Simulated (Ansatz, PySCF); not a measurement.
Barrier from R1 to the saddle point P1, each structure at its B3LYP-D3(BJ)/def2-TZVP stationary point, reached from a drawn start; harmonic modes at that level show the others as minima.
R1, C2H6 (SMILES CC) (charge 0, multiplicity 1):
```xyz
8

C      0.00001     0.00000     0.76310
C     -0.00001     0.00000    -0.76310
H      1.01714     0.00000     1.16012
H     -0.50854     0.88085     1.16015
H     -0.50854    -0.88085     1.16015
H      0.50854     0.88085    -1.16015
H     -1.01714     0.00000    -1.16012
H      0.50854    -0.88085    -1.16015
```
P1, C2H6, a first-order saddle point (one imaginary mode, 300i cm⁻¹) (charge 0, multiplicity 1, Z-matrix in Å and degrees):
```
C
H 1 1.0907
H 1 1.0907 2 107.09
H 1 1.0907 2 107.09 3 -114.59
C 1 1.5401 2 111.76 3 122.70
H 5 1.0907 1 111.76 2 0.00
H 5 1.0907 6 107.09 1 122.70
H 5 1.0907 6 107.09 7 114.59
```

P less R. No zero-point or thermal terms. No path was followed down from the saddle.

Cores are frozen in the correlated methods. CBS: X⁻³ extrapolation of the correlation energy, Hartree–Fock from the larger set.

Run with Ansatz (a quantum-chemistry and plane-wave program) with Gaussian orbitals; PySCF for the D3/D4 terms. Each number belongs to the level named beside it.

Question: Give the barrier height at the level B97M-V/def2-TZVPP.

Answer: 123 meV

Question: Give the barrier height at the level CCSD(T)/CBS(cc-pVTZ, cc-pVQZ).

Answer: 116 meV

Question: What is the computed barrier height (BLYP-D3(BJ)/def2-TZVPP)?

Answer: 111 meV
